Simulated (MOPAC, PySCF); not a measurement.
Lewis adduct: C2H6Zn (SMILES [CH3][Zn][CH3]) (first 9 atoms) with H2O (SMILES O); geometry from GFN2-xTB, rigid monomers moved along the line of their centres of mass till Zn2···O10 is 2.11 Å.
(charge 0, multiplicity 1):
```xyz
12

C     -0.062     2.082    -0.208
Zn    -0.004     0.060     0.107
C      0.091    -1.982    -0.023
H      0.799     2.575     0.238
H     -0.946     2.529     0.240
H     -0.070     2.356    -1.259
H     -0.706    -2.456     0.547
H      1.030    -2.360     0.375
H      0.011    -2.353    -1.041
O     -0.060     0.146     2.212
H     -0.095     0.937     2.754
H     -0.049    -0.618     2.791
```

Interaction energies are E(AB) − E(A) − E(B) at the monomers' geometry in the complex; basis-set methods are counterpoise corrected. Rows marked so take none.

Rows in 3-21G, 6-31G* carry no dispersion term and start afresh at each structure (6-31G* with six Cartesian d functions); the Pople sets are all-electron and without relativity. The state that AM1 reach isn't checked.

The values were computed with MOPAC for AM1 (differences of heats of formation); PySCF for 3-21G rows, 6-31G* rows. 

### Question
One of these levels gives -11.2 kJ/mol for the interaction energy. Which one is it?
(A) B3LYP/6-31G*
(B) AM1
(C) HF/3-21G (no counterpoise)
(D) HF/6-31G*

### Answer
A, B3LYP/6-31G*. The others give 49.6 (AM1), -109.8 (HF/3-21G (no counterpoise)), -15.8 (HF/6-31G*)
